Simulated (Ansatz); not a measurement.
The cluster Pd4S3, relaxed as a singlet with RKS r2SCAN-D4/def2-SVP in Ansatz, starting from the GFN1-xTB geometry. Force threshold 0.02 eV/Å.

In the def2 sets Pd takes a core potential; there is no spin–orbit coupling. The restricted singlet is unstable towards broken spin symmetry in Hartree–Fock (as tested in another run); at r2SCAN-D4/def2-SVP this wasn't settled. The relaxation made no stability test and no search for a lower SCF solution. No other spin state of charge 0 was run. Another isomer (singlet) lies 1.13 eV lower at PBE0-D4/def2-TZVP; other spin states weren't run for this one.

Start:

| atom | x (Å) | y (Å) | z (Å) |
| --- | --- | --- | --- |
| Pd1 | 0.545 | -1.117 | 1.566 |
| Pd2 | 0.965 | -1.283 | -1.197 |
| Pd3 | -1.430 | 0.797 | 1.154 |
| Pd4 | -1.007 | 0.630 | -1.609 |
| S5 | -1.130 | -1.187 | -0.101 |
| S6 | 1.783 | 0.349 | 0.251 |
| S7 | 0.273 | 1.811 | -0.064 |

```
        step  energy (eV)  largest force component (eV/Å)  SCF passes
           1  -46423.1749                           0.814          32
           2  -46423.2361                           0.514          29
           3  -46423.2999                           0.160          35
4 (rejected)  -46423.2995                           0.176          28
           5  -46423.3053                           0.079          30
           6  -46423.3063                           0.003          30
```

Force components are those of the run's own axes.

End:

```tsv
atom	x (Å)	y (Å)	z (Å)
Pd1	0.525	-1.084	1.561
Pd2	0.945	-1.247	-1.199
Pd3	-1.393	0.776	1.159
Pd4	-0.973	0.613	-1.601
S5	-1.149	-1.207	-0.103
S6	1.874	0.249	0.270
S7	0.171	1.900	-0.087
```

By distances, no bond broke or formed. The bond that changes most is S6–S7, from 2.13 to 2.40 Å (atoms count from 1).

No frequencies were taken in this run, so the end may be a saddle point.

It took 19 s on 4 threads of Intel Xeon 6975P-C on a shared host.
